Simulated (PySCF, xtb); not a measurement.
GaCl2I, SMILES [Cl][Ga]([Cl])[I].

Harmonic wavenumbers (cm⁻¹) from xtb 6.7.1 with GFN2-xTB at its own minimum, in rising order: 93, 105, 113, 251, 372, 412.

**Question.** What does B3LYP-D3(BJ)/def2-SVP (PySCF 2.14.0) give at its own minimum? (The exact figures need the calculation; the answer reports its results.)

**Answer.** 90, 117, 119, 239, 411, 453. Paired by order, the mean absolute difference is 19 cm⁻¹ and the zero-point energies are 1.9 and 2.0 kcal/mol.
